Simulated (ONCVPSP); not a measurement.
# nitrogen (N): variants of one ONCV potential

Base potential:

N, optimised norm-conserving Vanderbilt (ONCV), made with ONCVPSP 4.0.1 (PBE, scalar-relativistic). Core [He], reference 2s2 2p3. Waves: 2s: rc 1.00 bohr, ncon 4, nbas 9, qcut 5.9 1/bohr, local; 2p: rc 2.10 bohr, ncon 4, nbas 7, qcut 6.1 1/bohr, 2 projectors, debl 1.9 Ha; d scattering state at 0.02 Ha: rc 1.60 bohr, ncon 3, nbas 6, qcut 6.2 1/bohr, 3 projectors, debl 3.3 Ha. Local part: the s channel. Core correction: Teter function, fcfact 3.25, rcfact 1.35.

All-electron outer shells of the reference configuration (PBE, scalar-relativistic, ld1.x):

| shell | level (eV) | outermost node (bohr) | outermost maximum (bohr) |
| --- | --- | --- | --- |
| 1s | -384.72 | – | 0.15 |
| 2s | -18.58 | 0.32 | 1.02 |
| 2p | -7.09 | – | 0.98 |

Cutoffs, loose and tight: the cutoffs (Ha) at which the residual kinetic energy of the hardest occupied pseudo-wave falls to 1 and 0.1 mHa per electron. They do not see the model core or the augmentation charge, which bear on the density cutoff. Test errors are all-electron minus pseudo excitation energies from the reference, over the configurations 2s2 2p2; 2s2 2p1; 2s2 2p0; 2s1 2p4. A dash means not determined; rows that change the core or the reference have their own tests.

```tsv
change	outcome	cutoff, loose	cutoff, tight	bound ghosts	GHOST(+) flags above zero	largest test error (meV)
base	generated	76 Ha	224 Ha	none	none	+2362
core correction Teter function, fcfact 3.25, rcfact 0.96	generated	76 Ha	224 Ha	none	none	+2332
core correction Teter function, fcfact 3.25, rcfact 1.12	generated	76 Ha	224 Ha	none	none	+2346
core correction Teter function, fcfact 3.25, rcfact 1.2	generated	76 Ha	224 Ha	none	none	+2354
core correction Teter function, fcfact 3.25, rcfact 1.34	generated	76 Ha	224 Ha	none	none	+2362
core correction Teter function, fcfact 3.25, rcfact 1.46	generated	76 Ha	224 Ha	none	none	+2362
core correction Teter function, fcfact 3.25, rcfact 1.52	generated	76 Ha	224 Ha	none	none	+2362
core correction Teter function, fcfact 3.25, rcfact 1.68	generated	76 Ha	224 Ha	none	none	+2354
core correction Teter function, fcfact 3.25, rcfact 1.78	generated	76 Ha	224 Ha	none	none	+2340
core correction Teter function, fcfact 3.25, rcfact 1.94	generated	76 Ha	224 Ha	none	none	+2305
core correction Teter function, fcfact 3.25, rcfact 2.06	generated	76 Ha	224 Ha	none	none	+2264
```

Reading the sweep of the rcfact (base included, trends over the rows without a ghost): The loose cutoff stays near 76 Ha. The median size of the test errors (rows with all tests solved) stays near 359.6 meV.
